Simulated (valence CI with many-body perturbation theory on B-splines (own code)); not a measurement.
# E1 transitions of Pr II

Computed by relativistic CI+MBPT: four valence electrons over a frozen Dirac-Fock core [Xe], a basis of 7 s, 7 p, 7 d, 7 f, 4 g, 2 h functions for each j, with the one-electron correlation potential Σ1 (screened to all orders), the two-electron term Σ2, the three-electron term Σ3, Breit, model QED; selected single and double excitations, second order for the rest (own B-spline code, finite nucleus).

Against 17 measured levels this calculation errs by 526 cm⁻¹ on average and by 991 at most. These come from a selection out of the NIST Handbook of Basic Atomic Spectroscopic Data. Levels without a partner in it may be off by more, other configurations by several thousand cm⁻¹. Among the levels kept, up to 490 cm⁻¹ of a level comes from second order outside the variational space, and about a tenth of that is noise between levels of different J, which matters for small intervals. 2 measured levels below the end of the list, from 5855 cm⁻¹ on, found no clear computed partner, and computed levels of the same name lie up to 2366 cm⁻¹ from them.

Lines 151 to 200 of 312 in falling wavelength, among levels below 14074 cm⁻¹, chosen from the strongest by gf and those to the six lowest levels. Wavelengths and rates use the calculated energies, so an error of 500 cm⁻¹ moves a line at 12260 Å by 6.1 % and its rate by three times that or more. Electric multipoles are in the length gauge, E1 and E2 with the static RPA response of the core. Weak lines are less certain than strong ones. Lines between different terms over intervals too small for the method are left out, as are lines whose strength nearly cancels. Where a level lies close to another of its J and parity, the split of strength between their lines is uncertain. The highest levels of a list are the least certain. Branching is blank where the lifetime is uncertain.

Names give the largest LS component (configuration and term), which can be under half, so a name can repeat, a term be missing and a line seem to break the LS rules; names also repeat where a configuration has a term twice. Letters in brackets count levels of one name in rising energy.

| λ vac (Å) | Upper | Lower | A (s⁻¹) | log gf | Branch % |
| --- | --- | --- | --- | --- | --- |
| 12260 | 4f2 5d 6s 5G_5 | 4f3 6s 3I°_5 | 8.36e+03 | -2.68 |  |
| 12250 | 4f2 5d 6s 5G_6 | 4f3 6s 3I°_6 | 5.47e+02 | -3.80 |  |
| 12230 | 4f2 5d2 5H_6 | 4f3 6s 5I°_7 | 3.16e+04 | -2.04 |  |
| 12190 | 4f2 5d2 3L_7 | 4f3 6s 3I°_7 | 2.82e+03 | -3.03 |  |
| 12160 | 4f2 5d2 3H_5 | 4f3 6s 3I°_5 | 7.15e+03 | -2.76 |  |
| 12150 | 4f2 5d 6s 5G_4 [a] | 4f3 6s 5I°_5 | 5.69e+03 | -2.95 |  |
| 12150 | 4f2 5d 6s 5G_5 | 4f3 6s 5I°_6 | 8.80e+02 | -3.67 |  |
| 12110 | 4f2 5d2 5I_6 [b] | 4f3 6s 3I°_6 | 8.23e+03 | -2.63 |  |
| 12050 | 4f2 5d2 3H_5 | 4f3 6s 5I°_6 | 2.85e+04 | -2.17 |  |
| 11960 | 4f2 5d 6s 3I_5 [b] | 4f3 6s 5I°_5 | 2.83e+04 | -2.18 | 53.4 |
| 11910 | 4f2 5d 6s 3K_6 [b] | 4f3 6s 5I°_5 | 5.92e+03 | -2.79 |  |
| 11910 | 4f2 5d2 5I_6 [c] | 4f3 6s 3I°_6 | 6.93e+02 | -3.72 |  |
| 11900 | 4f2 5d2 5H_5 | 4f3 6s 3I°_5 | 8.23e+03 | -2.72 |  |
| 11810 | 4f2 5d 6s 3I_7 | 4f3 6s 5I°_7 | 7.48e+02 | -3.63 |  |
| 11790 | 4f2 5d2 5H_5 | 4f3 6s 5I°_6 | 3.66e+04 | -2.08 |  |
| 11790 | 4f2 5d2 5I_7 | 4f3 6s 5I°_8 | 1.88e+04 | -2.23 |  |
| 11680 | 4f2 5d2 5I_8 | 4f3 6s 3I°_7 | 1.73e+04 | -2.22 | 45.8 |
| 11630 | 4f2 5d 6s 5H_7 [a] | 4f3 6s 3I°_6 | 9.96e+03 | -2.52 |  |
| 11580 | 4f2 5d2 5I_6 [b] | 4f3 6s 5I°_7 | 1.27e+04 | -2.48 |  |
| 11490 | 4f2 5d2 3K_6 | 4f3 6s 5I°_5 | 3.38e+04 | -2.06 |  |
| 11480 | 4f2 5d 6s 5H_5 [c] | 4f3 6s 3I°_6 | 1.51e+04 | -2.48 |  |
| 11470 | 4f2 5d 6s 5H_7 [b] | 4f3 6s 5I°_8 | 6.87e+03 | -2.69 |  |
| 11400 | 4f2 5d2 5I_6 [c] | 4f3 6s 5I°_7 | 1.61e+04 | -2.39 |  |
| 11390 | 4f2 5d 6s 5H_5 [d] | 4f3 6s 3I°_6 | 5.97e+03 | -2.89 |  |
| 11360 | 4f2 5d 6s 3I_5 [b] | 4f3 6s 5I°_4 | 3.55e+03 | -3.12 | 6.7 |
| 11350 | 4f2 5d2 3L_7 | 4f3 6s 5I°_8 | 1.04e+04 | -2.52 |  |
| 11220 | 4f2 5d 6s 3K_6 [c] | 4f3 6s 3I°_6 | 6.51e+03 | -2.80 |  |
| 11210 | 4f2 5d2 5H_4 [a] | 4f3 6s 5I°_5 | 1.75e+04 | -2.53 |  |
| 11190 | 4f2 5d2 5H_3 [b] | 4f3 6s 5I°_4 | 3.48e+04 | -2.34 |  |
| 11150 | 4f2 5d 6s 5H_7 [a] | 4f3 6s 5I°_7 | 4.79e+03 | -2.87 |  |
| 11130 | 4f2 5d2 5I_5 [b] | 4f3 6s 3I°_5 | 2.76e+03 | -3.25 |  |
| 11080 | 4f2 5d 6s 3I_6 [b] | 4f3 6s 3I°_5 | 5.83e+03 | -2.85 |  |
| 11070 | 4f2 5d2 3K_7 [b] | 4f3 6s 3I°_6 | 5.74e+04 | -1.80 |  |
| 11070 | 4f2 5d2 1I_6 | 4f3 6s 3I°_6 | 2.02e+03 | -3.32 |  |
| 11050 | 4f2 5d 6s 3G_4 [a] | 4f3 6s 3I°_5 | 1.51e+04 | -2.60 |  |
| 11030 | 4f2 5d2 5I_5 [b] | 4f3 6s 5I°_6 | 7.50e+02 | -3.82 |  |
| 11020 | 4f2 5d 6s 3G_5 | 4f3 6s 3I°_6 | 8.33e+03 | -2.78 |  |
| 10990 | 4f2 5d 6s 5H_4 [b] | 4f3 6s 5I°_5 | 1.14e+03 | -3.73 |  |
| 10940 | 4f2 5d2 3H_6 | 4f3 6s 3I°_6 | 1.94e+03 | -3.34 |  |
| 10940 | 4f2 5d 6s 3K_7 [a] | 4f3 6s 5I°_6 | 1.55e+04 | -2.38 |  |
| 10930 | 4f2 5d2 5I_4 [a] | 4f3 6s 5I°_5 | 1.33e+04 | -2.67 |  |
| 10920 | 4f2 5d 6s 3I_5 [c] | 4f3 6s 5I°_6 | 6.26e+03 | -2.91 |  |
| 10910 | 4f2 5d2 5I_8 | 4f3 6s 5I°_8 | 3.31e+03 | -3.00 | 8.8 |
| 10850 | 4f2 5d 6s 5H_5 [a] | 4f3 6s 5I°_5 | 6.89e+03 | -2.87 |  |
| 10830 | 4f2 5d2 3I_7 | 4f3 6s 5I°_6 | 8.48e+03 | -2.65 |  |
| 10830 | 4f2 5d 6s 3G_4 [b] | 4f3 6s 3I°_5 | 1.29e+04 | -2.69 |  |
| 10810 | 4f2 5d 6s 5H_5 [b] | 4f3 6s 3I°_5 | 6.02e+03 | -2.94 |  |
| 10800 | 4f2 5d 6s 3G_3 | 4f3 6s 5I°_4 | 6.18e+03 | -3.12 |  |
| 10770 | 4f2 5d 6s 3K_6 [c] | 4f3 6s 5I°_7 | 9.91e+03 | -2.65 |  |
| 10730 | 4f2 5d2 5I_5 [d] | 4f3 6s 3I°_6 | 1.52e+04 | -2.54 |  |

Task: How does gf follow from A for the line at 11080 Å?

Result: gf = 1.4992 × (2J+1)_upper × A / σ², with σ = 9024 cm⁻¹ and 2J+1 = 13: gf = 0.00140.
